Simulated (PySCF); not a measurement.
# Radial density of Nb (niobium, neutral)

UHF, [Kr] 4d5, high-spin 6S determinant (an excited configuration). Calculation: PySCF 2.14, in ANO-RCC-VTZP; scalar relativity by spin-free X2C-1e.

| r (bohr) | 4πr²ρ (e/bohr) | 4πr²(ρα − ρβ) |
| --- | --- | --- |
| 0.0300 | 50.61 | -0.0058 |
| 0.0505 | 43.27 | -0.0120 |
| 0.0849 | 56.96 | -0.0018 |
| 0.143 | 57.43 | 0.1434 |
| 0.240 | 39.16 | 0.3629 |
| 0.404 | 45.78 | 0.1763 |
| 0.680 | 14.33 | 0.0893 |
| 1.14 | 10.26 | 1.6983 |
| 1.92 | 4.198 | 2.2200 |
| 3.23 | 0.8444 | 0.8023 |
| 5.44 | 0.09565 | 0.0956 |
| 9.15 | 0.005071 | 0.0051 |
| 15.4 | 2.911e-05 | 0.0000 |

Densities and radii are taken from the X2C orbitals without a picture-change correction, which distorts them close to the nucleus.

Task: Where is the radial spin density 4πr²(ρα − ρβ) most negative, and why is it negative at all?

Result: Around r = 0.0505 bohr, down to -0.0120 e/bohr: exchange with the open shell polarises the paired shells in an unrestricted calculation.
